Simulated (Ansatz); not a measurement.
```yaml
crystal:
  periodic: [false, false, false]
  atoms:
    - {symbol: Br, position_ang: [-1.946326, 1.950019, -0.817232]}
    - {symbol: Si, position_ang: [-0.026084, 0.878927, -0.551390]}
    - {symbol: B, position_ang: [0.527554, 0.121930, 1.085988]}
    - {symbol: C, position_ang: [0.220263, -1.007397, 0.176567]}
    - {symbol: H, position_ang: [0.614106, 0.791449, -1.879536]}
    - {symbol: H, position_ang: [0.337254, 0.278339, 2.245378]}
    - {symbol: H, position_ang: [0.683732, -1.169201, -0.803001]}
    - {symbol: H, position_ang: [-0.318197, -1.901067, 0.487526]}
basis:
  gaussian: {orbitals: cc-pVTZ-DK}
hamiltonian: {xc: {name: HF}}
correlation: {method: mp2, frozen_orbitals: {Br: 0}}
```

```sh
$ ansatz run in.yaml --threads 2 --pin off --events-out ev --progress --plain --max-ram 4352MiB
```

Shortened log:

```
Functional definition: HF
Error: "frozen_orbitals" has no count for Si
```

Q: What is wrong with this run?

A: Frozen orbitals are typed for one element alone, and the program wants a count for each. The input was rejected before any iteration.
